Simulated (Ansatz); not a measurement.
`C[N]([SiH3])[GeH3]` + `[CH3][GeH2][Cl]` → `[CH3][GeH]([SiH3])[Cl]` + `C[NH][GeH3]`  (formal exchange of groups at the Si–N bond)

Isolated molecules relaxed with PBE0-D4/def2-TZVP in Ansatz; ΔE leaves out vibrations. CBS: MP2 limit from def2 TZ/QZ plus the TZ coupled-cluster correction, frozen cores. For Ge outer-core shells are correlated without core-valence functions, which leaves a few kJ/mol of doubt a bond. Scalar relativity is left out up to krypton.

`C[N]([SiH3])[GeH3]`:

Cartesian coordinates in Å:
```
C 1.470 0.013 0.398
N 0.051 -0.103 0.095
Si -0.445 -1.292 -1.042
Ge -1.011 1.283 0.678
H 1.628 0.334 1.433
H 1.967 -0.957 0.287
H 1.991 0.726 -0.255
H -1.930 -1.338 -1.047
H 0.116 -2.616 -0.651
H 0.022 -1.023 -2.435
H -0.752 1.458 2.187
H -2.471 0.915 0.392
H -0.636 2.598 -0.040
```

`[CH3][GeH2][Cl]`:

```xyz
8

C     0.629   -0.616   -0.601
Ge   -0.489    0.388    0.627
Cl   -1.229    2.122   -0.436
H     1.460    0.005   -0.936
H     0.043   -0.924   -1.467
H     1.024   -1.503   -0.103
H     0.291    0.927    1.835
H    -1.728   -0.397    1.081
```

`[CH3][GeH]([SiH3])[Cl]`:

Cartesian coordinates in Å:
```
C 0.937 -1.442 -0.601
Ge -0.419 -0.047 -0.678
Si -0.608 1.270 1.299
Cl 0.203 1.335 -2.242
H 1.902 -1.007 -0.338
H 1.019 -1.928 -1.573
H 0.664 -2.186 0.150
H -1.769 -0.617 -1.156
H 0.721 1.849 1.622
H -1.056 0.414 2.432
H -1.594 2.359 1.085
```

`C[NH][GeH3]`:

Z-matrix (Å, degrees):
```
C
N 1 1.450
H 1 1.100 2 114.8
H 1 1.094 2 110.2 3 121.9
H 1 1.094 2 109.5 3 -120.8
Ge 2 1.838 1 118.0 3 67.0
H 2 1.010 1 111.6 3 -66.0
H 6 1.549 2 113.3 1 -56.3
H 6 1.536 2 107.2 1 -177.3
H 6 1.537 2 107.0 1 63.0
```

```tsv
species	CCSD(T)/CBS(def2) energy (Eh)
`C[N]([SiH3])[GeH3]`	-2463.36560
`[CH3][GeH2][Cl]`	-2576.99593
`[CH3][GeH]([SiH3])[Cl]`	-2867.28258
`C[NH][GeH3]`	-2173.06430
```

Task: Work out ΔE.

Result: ΔE = (-2867.28258) + (-2173.06430) − (-2463.36560) − (-2576.99593) = 0.01465 Eh = +9.2 kcal/mol.

Largest T1 diagnostic among the species: 0.011.

The D4 term adds +0.9 kcal/mol with B3LYP and +0.4 kcal/mol with PBE0; it sums over pairs of atoms, weighted by their polarisabilities, and B3LYP, whose exchange is more repulsive, gets the larger term. From BLYP to BHLYP (50 % exact exchange), in def2-TZVPP and without D4, ΔE moves by +3.5 kcal/mol. At CCSD(T), def2-SVP lies +0.8 kcal/mol from the extrapolated value and def2-TZVPP +0.4 kcal/mol.

B3LYP here is the variant with VWN-RPA as its local correlation; programs differ in this.
